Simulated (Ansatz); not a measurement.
Sn(OEt)H3 (C2H8OSn). Total charge 0; singlet. Geometry B3LYP-D4/def2-SVP.

Cartesian coordinates in Å:
```
Sn 0.832 -1.792 1.156
O 0.358 -0.516 -0.312
C -0.393 0.649 -0.050
C -0.562 1.427 -1.346
H -1.395 0.403 0.364
H 0.105 1.296 0.704
H -1.149 2.345 -1.182
H 0.422 1.706 -1.754
H -1.078 0.809 -2.097
H 1.708 -3.015 0.340
H -0.630 -2.369 1.860
H 1.783 -0.943 2.315
```

In the def2 sets Sn takes a core potential; there is no spin–orbit coupling.

Question: Estimate the orbital energies around the gap (eV) in Ansatz with revPBE-D4/def2-TZVP, r2SCAN-D4/def2-TZVPD, r2SCANh-D4/def2-TZVP, PBE0-D4/def2-TZVPD, r2SCAN0-D4/def2-TZVP.

Answer: 
```csv
orbital,revPBE-D4/def2-TZVP,r2SCAN-D4/def2-TZVPD,r2SCANh-D4/def2-TZVP,PBE0-D4/def2-TZVPD,r2SCAN0-D4/def2-TZVP
HOMO−13,-25.66,-26.47,-27.51,-28.54,-29.09
HOMO−12,-23.89,-25.10,-26.09,-26.87,-27.62
HOMO−11,-18.01,-18.99,-19.82,-20.49,-21.09
HOMO−10,-14.59,-15.36,-16.08,-16.73,-17.20
HOMO−9,-12.99,-13.51,-14.11,-14.75,-15.03
HOMO−8,-11.05,-11.55,-12.16,-12.83,-13.11
HOMO−7,-10.67,-11.14,-11.69,-12.29,-12.54
HOMO−6,-9.61,-10.05,-10.61,-11.27,-11.49
HOMO−5,-8.85,-9.23,-9.74,-10.34,-10.54
HOMO−4,-8.64,-9.04,-9.57,-10.19,-10.41
HOMO−3,-8.05,-8.42,-8.87,-9.35,-9.56
HOMO−2,-8.00,-8.37,-8.83,-9.33,-9.54
HOMO−1,-6.57,-6.93,-7.43,-8.07,-8.23
HOMO,-5.81,-6.19,-6.73,-7.41,-7.60
LUMO,-1.16,-0.94,-0.62,-0.54,-0.22
LUMO+1,-0.61,-0.53,-0.03,-0.24,0.44
LUMO+2,0.44,0.49,1.02,0.63,1.36
LUMO+3,0.51,0.67,1.13,0.78,1.47
LUMO+4,0.99,0.93,1.98,0.81,2.30
LUMO+5,1.79,1.52,2.82,1.28,3.08
```
